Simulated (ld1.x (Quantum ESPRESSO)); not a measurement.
**silver, TM: configuration errors across variants**

silver, norm-conserving Troullier–Martins (Kleinman–Bylander form), made with ld1.x (Quantum ESPRESSO) 7.5 (PBE, scalar-relativistic). Core [Kr], reference 4d10 5s1 5p0. Waves: 5s (bound): rc 2.05 bohr; 5p (bound, empty): rc 3.90 bohr; 4d (bound): rc 1.85 bohr; 4f channel at 0.3 Ry: rc 4.15 bohr. Local part: all-electron potential smoothed inside 2.40 bohr (lloc = -1). Core correction: a·sin(br)/r model core, default radius (core density twice the valence density).

All-electron excitation energies from the reference (eV): (1) 4d10 5s0 5p0 7.757; (2) 4d9 5s0 5p0 29.871; (3) 4d8 5s0 5p0 66.064; (4) 4d9 5s1 5p1 8.572; (5) 4d9 5s1 5p0 13.152; (6) 4d7 5s0 5p0 117.780; (7) 4d9 5s2 5p0 4.077.

Tests that are not counted but printed errors over 1 eV. “all radii but the core radius scaled by about 0.84 (s 1.72, p 3.28, d 1.56, f 3.48 bohr); local potential all-electron potential smoothed inside 2.02 bohr (lloc = -1)”: 4d9 5s2 5p0 (solver errors, printed error -14.8 eV); 4d9 5s1 5p0 (solver errors, printed error -4.0 eV); 1 more.

A true bound ghost makes a file unfit for plane-wave use even where its test errors are small: the radial tests pick states by their node count and pass the ghost by. Where a test does run into it, the solver fails or the error is huge.

Errors AE − PS in meV (a dash: test not solved or not reliable):

```tsv
change	(1)	(2)	(3)	(4)	(5)	(6)	(7)	bound ghosts
base	-12	-79	-442	-58	-52	-1259	-83	none
all radii but the core radius scaled by about 0.78 (s 1.60, p 3.04, d 1.44, f 3.22 bohr); local potential all-electron potential smoothed inside 1.86 bohr (lloc = -1)	-5.5	-65	-373	-111	-114	-1107	-117	s
all radii but the core radius scaled by about 0.84 (s 1.72, p 3.28, d 1.56, f 3.48 bohr); local potential all-electron potential smoothed inside 2.02 bohr (lloc = -1)	-6.9	-66	-383	–	–	-1138	–	s
all radii but the core radius scaled by about 1.06 (s 2.18, p 4.14, d 1.96, f 4.40 bohr); local potential all-electron potential smoothed inside 2.54 bohr (lloc = -1)	-12	-87	-468	-59	-65	-1299	-94	none
all radii but the core radius scaled by about 1.16 (s 2.38, p 4.52, d 2.14, f 4.80 bohr); local potential all-electron potential smoothed inside 2.78 bohr (lloc = -1)	-11	-109	-537	-65	-82	-1398	-102	none
all radii but the core radius scaled by about 1.35 (s 2.78, p 5.28, d 2.50, f 5.62 bohr); local potential all-electron potential smoothed inside 3.24 bohr (lloc = -1)	-9.4	-167	-598	-42	-77	-1247	-54	none
```

(1) Give the same row for: all radii but the core radius scaled by about 1.30 (s 2.66, p 5.06, d 2.40, f 5.38 bohr); local potential all-electron potential smoothed inside 3.10 bohr (lloc = -1).

Answers

(1) -9.4, -145, -581, -50, -82, -1322, -76; bound ghosts: none.
